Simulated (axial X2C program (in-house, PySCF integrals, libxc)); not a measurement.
# ClHoCl⁺: a free-ion multiplet in an axial field

Calculated with an in-house all-electron X2C program for linear molecules (integrals from PySCF): two-component X2C with atomic mean-field Coulomb and Gaunt terms, basis Cl dyall-v3z, Ho dyall-v3z (cores contracted in-house). Orbitals come from Hartree–Fock averaged over the configuration Ho f10 s0; CI then distributes these electrons over the f, s shells of Ho.

Cl–Ho–Cl held linear, both bonds 2.434 Å.

(1) Which level do Hund's rules give for f10, how many Ω levels does it split into, and what is its Landé factor?

The computed levels compare thus:

```
Ω  energy (cm⁻¹)  g∥ computed   2gJΩ
8              0        19.91  20.00
7            454        17.30  17.50
6            641        14.85  15.00
5            718        12.39  12.50
4            780         9.90  10.00
3            857         7.39   7.50
2            938         4.90   5.00
1           1002         2.44   2.50
0           1027         0.00   0.00
```

The 9 lowest levels are just these Ω; they span 1027 cm⁻¹, the lowest has Ω = 8, and the next level lies at 4905 cm⁻¹. Departures of g∥ from 2gJΩ come from intermediate coupling and from mixing with the higher-lying level J − 1 of the term. The computed g∥ is the magnitude of 2⟨Lz + ge Sz⟩.

Dynamic correlation is missing, so gaps between terms are too wide and other configurations may lie lower; the lowest level listed is that of this model, not necessarily the ground state. At most 4 roots were kept for each Ω > 0 (twice that for Ω = 0) within 2.2 eV of the lowest, so higher up levels can be missing between those listed; levels with Ω > 0 are doubly degenerate and listed once, Ω = 0 levels singly. States that fill the shells left empty in the average are placed too high. The molecule was held linear; bending was not examined.

Answers

(1) S = 2, L = 6, J = 8 (5I8). It gives Ω = 0 to 8, 9 levels. gJ = 3/2 + [S(S+1) − L(L+1)]/[2J(J+1)] = 1.250, so g∥ = 2gJΩ.
